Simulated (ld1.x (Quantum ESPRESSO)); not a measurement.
**praseodymium (Pr), TM: configuration errors across variants**

```
Element                 : praseodymium (Pr)
Generator               : ld1.x (Quantum ESPRESSO) 7.5
Type                    : norm-conserving Troullier–Martins (Kleinman–Bylander form)
Functional              : BP86
Relativity              : fully relativistic
Frozen core             : [Kr] 4d10
Valence charge          : 13
Reference configuration : 4f3 5s2 5p6 5d0 6s2 6p0
Partial waves           : 5s (bound): rc 2.10 bohr; 5p (bound): rc 2.65 bohr; 5d (bound, empty): rc 3.70 bohr; 4f (bound): rc 1.50 bohr
Local potential         : all-electron potential smoothed inside 3.60 bohr (lloc = -2)
Core correction         : none
```

Open shells are filled in proportion to 2j + 1 (rel_dist='average').

Occupied shells without a wave of their own: 6s. They enter only through the test configuration that unscreens the potential.

All-electron excitation energies from the reference (eV): (1) 4f3 5s2 5p6 5d0 6s1 6p0 5.889; (2) 4f3 5s2 5p6 5d0 6s0 6p0 16.557; (3) 4f2 5s2 5p6 5d0 6s0 6p0 38.178; (4) 4f2 5s2 5p6 5d1 6s1 6p0 7.421; (5) 4f3 5s2 5p6 5d0 6s1.5 6p0 2.358; (6) 4f1 5s2 5p6 5d0 6s0 6p0 77.230; (7) 4f3 5s2 5p6 5d0 6s1 6p1 2.310.

For the base: The 6s level has no wave, so the channel is fitted at the deeper level alone: the likely source of the large errors.

The file “base” misses its own reference levels by 0.5 eV. The file “wave 5p (bound): rc 2.65 bohr becomes 5p (bound): rc 1.70 bohr” misses its own reference levels by 0.5 eV. The file “wave 5p (bound): rc 2.65 bohr becomes 5p (bound): rc 2.02 bohr” misses its own reference levels by 0.5 eV. The file “wave 5p (bound): rc 2.65 bohr becomes 5p (bound): rc 2.24 bohr” misses its own reference levels by 0.5 eV. The file “wave 5p (bound): rc 2.65 bohr becomes 5p (bound): rc 2.50 bohr” misses its own reference levels by 0.5 eV. The file “wave 5p (bound): rc 2.65 bohr becomes 5p (bound): rc 2.74 bohr” misses its own reference levels by 0.5 eV. The file “wave 5p (bound): rc 2.65 bohr becomes 5p (bound): rc 3.00 bohr” misses its own reference levels by 0.5 eV. The file “wave 5p (bound): rc 2.65 bohr becomes 5p (bound): rc 3.16 bohr” misses its own reference levels by 0.5 eV. The file “wave 5p (bound): rc 2.65 bohr becomes 5p (bound): rc 3.70 bohr” misses its own reference levels by 0.5 eV. The file “wave 5p (bound): rc 2.65 bohr becomes 5p (bound): rc 3.96 bohr” misses its own reference levels by 0.5 eV.

Errors AE − PS in meV (a dash: test not solved or not reliable):

```csv
change,(1),(2),(3),(4),(5),(6),(7),bound ghosts
base,+698,+1815,+2633,+638,+304,+3920,+407,not determined
wave 5p (bound): rc 2.65 bohr becomes 5p (bound): rc 1.70 bohr,+698,+1816,+2546,+588,+304,+3563,+400,not determined
wave 5p (bound): rc 2.65 bohr becomes 5p (bound): rc 2.02 bohr,+698,+1816,+2565,+599,+304,+3641,+401,not determined
wave 5p (bound): rc 2.65 bohr becomes 5p (bound): rc 2.24 bohr,+698,+1815,+2588,+612,+304,+3733,+403,not determined
wave 5p (bound): rc 2.65 bohr becomes 5p (bound): rc 2.50 bohr,+698,+1815,+2621,+631,+304,+3869,+406,not determined
wave 5p (bound): rc 2.65 bohr becomes 5p (bound): rc 2.74 bohr,+698,+1815,+2638,+641,+304,+3942,+408,not determined
wave 5p (bound): rc 2.65 bohr becomes 5p (bound): rc 3.00 bohr,+698,+1815,+2654,+650,+304,+4005,+410,not determined
wave 5p (bound): rc 2.65 bohr becomes 5p (bound): rc 3.16 bohr,+698,+1815,+2657,+651,+304,+4018,+410,not determined
wave 5p (bound): rc 2.65 bohr becomes 5p (bound): rc 3.70 bohr,+698,+1815,+2648,+646,+304,+3981,+407,not determined
wave 5p (bound): rc 2.65 bohr becomes 5p (bound): rc 3.96 bohr,+698,+1816,+2633,+638,+304,+3927,+398,none
```

(1) Give the same row for: wave 5p (bound): rc 2.65 bohr becomes 5p (bound): rc 3.50 bohr.

Results:

(1) +698, +1815, +2654, +650, +304, +4006, +409; bound ghosts: not determined.
